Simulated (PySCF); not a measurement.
## The third ionisation energy along the halogens

Calculated with PySCF 2.14 from differences of total energies of unrestricted determinants, without spin-orbit coupling. Values in eV. The last column holds reference values (NIST; (s) semi-empirical, (t) theoretical, else measured). Unmarked ones compare directly (S terms, centres of terms, or small fine structure); those marked * lie between the lowest fine-structure levels and include a spin-orbit shift.

```tsv
element	configurations	UHF	MP2 (valence)	SCS-MP2 (valence)	CCSD (valence)	CCSD(T) (valence)	reference
Cl (cc-pV(T+d)Z, non-relativistic)	[Ne] 3s2 3p3 → [Ne] 3s2 3p2	38.958	39.603	39.406	39.533	39.568	39.8 ± 0.11 (s) *
Br (cc-pVTZ-PP with ECP10MDF, ECP)	[Ar] 3d10 4s2 4p3 → [Ar] 3d10 4s2 4p2	34.623	35.149	34.993	35.113	35.139	34.871 ± 0.019 *
I (cc-pVTZ-PP with ECP28MDF, ECP)	[Kr] 4d10 5s2 5p3 → [Kr] 4d10 5s2 5p2	29.837	30.271	30.145	30.254	30.277	29.57 ± 0.025 *
```

"Valence" correlates the outer s and p shells and, in groups 3 to 12 and the f block, the outer d or f shell, open or full, or the next shell where the ion has no valence electron left; the wider scheme adds the next inner shell.
